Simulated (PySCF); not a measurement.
Job file and geometry (Å, from GFN2-xTB) of an NMR shielding run on SMILES [O](C)[AlH][C@H](C)c1cccs1, C7H11AlOS, GIAO PBE0/pcSseg-1 NMR shielding, non-relativistic, gas phase in PySCF; density fitting, a coarse starting grid and PySCF grid level 2 are the driver's defaults:

```
$ OMP_NUM_THREADS=1 python probes_run.py task.json out

{"job": {"kind": "nmr", "xc": "PBE0", "basis": "pcSseg-1"}, "charge": 0, "multiplicity": 1}
C     -3.469201     0.815823    -1.019045
O     -2.340984     0.064904    -0.675640
Al    -1.025062    -0.844781    -0.299579
C      0.051689    -0.592404     1.427779
C     -0.332168     0.646536     2.251980
C      1.218803    -0.348071     0.539998
C      2.370250    -1.047077     0.359644
C      3.129457    -0.609840    -0.758063
C      2.529553     0.385903    -1.445528
S      1.029344     0.858319    -0.709154
H     -4.365866     0.345377    -0.608479
H     -3.563343     0.871344    -2.105421
H     -3.382376     1.827831    -0.617626
H     -0.513672    -1.848523    -1.331277
H      0.313899    -1.408142     2.110089
H      0.489978     0.957878     2.898999
H     -1.198979     0.428547     2.873510
H     -0.587448     1.479586     1.594603
H      2.683680    -1.843943     1.011472
H      4.075390    -1.040166    -1.036441
H      2.878135     0.917842    -2.307590
```

Q: Write the output of this run.

A: 
```
coarse grid: 18760 points
cycle   1  E = -988.2802660517  dE =  1.539e+00  |g| = 8.205e-01  |ddm| = 4.401e+00
cycle   2  E = -988.0336602431  dE =  2.466e-01  |g| = 1.378e+00  |ddm| = 1.844e+00
cycle   3  E = -988.4127141415  dE = -3.791e-01  |g| = 1.470e-01  |ddm| = 1.310e+00
cycle   4  E = -988.4166109720  dE = -3.897e-03  |g| = 6.076e-02  |ddm| = 1.730e-01
cycle   5  E = -988.4175139620  dE = -9.030e-04  |g| = 1.373e-02  |ddm| = 7.169e-02
cycle   6  E = -988.4175597663  dE = -4.580e-05  |g| = 5.121e-03  |ddm| = 2.512e-02
cycle   7  E = -988.4175661126  dE = -6.346e-06  |g| = 1.576e-03  |ddm| = 7.775e-03
final grid: 172392 points
cycle   8  E = -988.4906696420  dE = -3.057e-05  |g| = 1.312e-02  |ddm| = 4.004e-02
cycle   9  E = -988.4906313092  dE =  3.833e-05  |g| = 1.893e-02  |ddm| = 2.534e-02
cycle  10  E = -988.4907062614  dE = -7.495e-05  |g| = 1.863e-03  |ddm| = 1.626e-02
cycle  11  E = -988.4907070087  dE = -7.473e-07  |g| = 3.022e-04  |ddm| = 1.886e-03
cycle  12  E = -988.4907070262  dE = -1.746e-08  |g| = 1.401e-04  |ddm| = 4.220e-04
cycle  13  E = -988.4907070305  dE = -4.335e-09  |g| = 5.610e-05  |ddm| = 1.911e-04
cycle  14  E = -988.4907070314  dE = -8.242e-10  |g| = 1.707e-05  |ddm| = 7.790e-05
converged SCF energy = -988.4907070314

GIAO shielding tensors (ppm)
atom      isotropic    diamagn.    paramagn.     s11        s22        s33       span
  0 C      131.032     237.905    -106.873    103.690    104.713    184.692     81.003
  1 O      326.067     403.192     -77.126    270.480    333.757    373.962    103.482
  2 Al     466.457     796.212    -329.755    391.186    457.949    550.236    159.050
  3 C      154.338     249.996     -95.659    128.104    165.242    169.667     41.564
  4 C      162.458     245.950     -83.492    149.293    156.864    181.218     31.925
  5 C       21.007     269.845    -248.838    -53.976     11.109    105.889    159.866
  6 C       59.590     250.311    -190.720    -16.270     58.262    136.778    153.048
  7 C       47.816     256.420    -208.604    -38.314     36.114    145.649    183.963
  8 C       56.219     263.142    -206.924    -35.652     62.311    141.998    177.650
  9 S      305.407    1060.549    -755.143    167.029    326.631    422.560    255.531
 10 H       27.460      26.117       1.343     22.867     24.967     34.546     11.679
 11 H       27.390      26.962       0.428     22.953     24.898     34.318     11.365
 12 H       27.483      28.249      -0.766     22.727     25.611     34.111     11.384
 13 H       28.304      30.811      -2.507     23.923     27.672     33.317      9.395
 14 H       29.190      33.719      -4.529     23.697     29.277     34.596     10.899
 15 H       29.822      29.410       0.412     25.636     27.716     36.114     10.478
 16 H       30.061      29.545       0.516     26.095     26.813     37.276     11.181
 17 H       29.971      30.961      -0.989     25.886     30.252     33.776      7.890
 18 H       25.118      32.962      -7.843     21.862     24.734     28.759      6.898
 19 H       24.630      29.838      -5.208     22.139     24.458     27.293      5.154
 20 H       24.886      32.009      -7.123     21.337     25.102     28.219      6.882
```

Size and cost of the density-fitted run: 239 basis functions, 51 s wall time on 1 thread of an INTEL XEON PLATINUM 8581C, shared host; peak memory 1.1 GiB.
